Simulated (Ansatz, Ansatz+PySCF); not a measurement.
```xyz
2

Cu    0.0000    0.0000   -0.0453
H     0.0000    0.0000    1.3128
```

RHF on singlet CuH was run in several spherical basis sets with Ansatz (development build ahead of 0.2.0).

Question: Rank the basis sets by the total energy that they give, lowest first, with the distance from the lowest.
A. 6-31G(d)
B. cc-pVDZ
C. def2-SVP
D. def2-TZVP
E. cc-pVTZ

Answer: E (0.00 eV), B (0.05 eV), D (1.11 eV), C (7.48 eV), A (10.15 eV).

Totals follow the description of the cores as much as that of the bonds, so this order isn't one of quality for chemistry.
